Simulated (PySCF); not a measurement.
C9H12OS, SMILES CC(C)(C)c1ccc(C=O)s1, singlet, GFN2-xTB optimised geometry. Atoms within 1.6 Å of the plane z = 1.2 Å (x, y, z in Å): C1 (-0.68, -2.61, 1.33), C2 (-0.89, -1.86, 0.01), C3 (-2.36, -1.43, -0.10), C5 (0.02, -0.66, 0.00), C6 (1.39, -0.66, 0.00), C7 (1.95, 0.62, 0.00), C8 (1.00, 1.62, 0.00), C9 (1.20, 3.05, 0.00), O10 (2.28, 3.59, 0.00), S11 (-0.60, 0.95, 0.00), H12 (0.35, -2.94, 1.43), H13 (-1.33, -3.48, 1.37), H14 (-0.92, -1.97, 2.18), H15 (-2.64, -0.79, 0.73), H16 (-3.00, -2.31, -0.09), H21 (1.98, -1.56, 0.00), H22 (3.00, 0.83, 0.00), H23 (0.26, 3.63, 0.01).

Calculation: B3LYP/def2-SVP run with PySCF. Cells within 0.4 Å of a nucleus heavier than hydrogen are left out (blank, or x).

Map of the Laplacian of the electron density (e/bohr⁵) on the plane z = 1.2 Å:

```
|444444444444444444444444444|
|444444444444444444444444444|
|444444444444444444444444444|
|444444444444444444444444444|
|444444444444444444444444444|
|444444444444444444444444444|
|444444444444444444444444444|
|444444444444444444444444444|
|444444444444444444444444444|
|444444444444444444444444444|
|444444444444444444444444444|
|444444444444444444444444444|
|444444444444444444444444444|
|444444444444444444444444444|
|444444444444444444444444444|
|444444455444444444444444444|
|444444445455544444444444444|
|444444444455554444444444444|
|444444444559x55444444444444|
|44444444454xx02444444444444|
|444444444501544444444444444|
|444444444524554444444444444|
|444444444444444444444444444|
|444444444444444444444444444|
|444444444444444444444444444|
|444444444444444444444444444|
|444444444444444444444444444|
```
Scale: ten equal steps from -0.670 (start of '0') to 0.827 (end of '9'), in the order '0123456789'; x runs from -6.00 to 6.00, y from -6.00 (bottom) to 6.00 (top).
